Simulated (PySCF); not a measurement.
## A small calculation by hand: chemical shift, span and skew from a shielding tensor

FH5OSi3, SMILES F[SiH]1[SiH2]O[SiH2]1. Atoms are numbered in the order given.

```xyz
10

F     -2.4205    -0.5452     0.0000
Si    -1.0994     0.4402     0.0000
Si     0.7494    -0.0529     1.4074
O      1.7282    -0.1118     0.0000
Si     0.7494    -0.0529    -1.4074
H     -1.6017     1.8610     0.0000
H      1.2593     1.0049     2.3479
H      0.7254    -1.3754     2.1248
H      0.7254    -1.3754    -2.1248
H      1.2593     1.0049    -2.3479
```
Charge 0, spin multiplicity 1.

Geometry: PBE-D3(BJ)/def2-SVP. This is a generated structure with no PubChem entry under its InChIKey; it may be hypothetical.

GIAO shieldings from PBE/pcSseg-1 (PySCF), non-relativistic, no solvent. The symmetric part of the tensor of Si3 has the principal values 195.5, 294.3, 450.6 ppm. The same nucleus in TMS has σ = 335.4 ppm at this level (PySCF, at its B3LYP-D3(BJ)/def2-TZVP geometry).

### Question
Work out the isotropic shielding, the ²⁹Si shift against TMS, the span and the skew.

### Answer

σ(iso) = (σ11 + σ22 + σ33)/3 = 313.5 ppm. δ = σ(ref) − σ(iso) = 335.4 − (313.5) = 21.9 ppm.
Span Ω = σ33 − σ11 = 255.1 ppm. Skew κ = 3(σ(iso) − σ22)/Ω = 0.23. Tumbling in solution averages the tensor to δ; in a static solid the shielding alone would spread this spin-1/2 line over Ω.
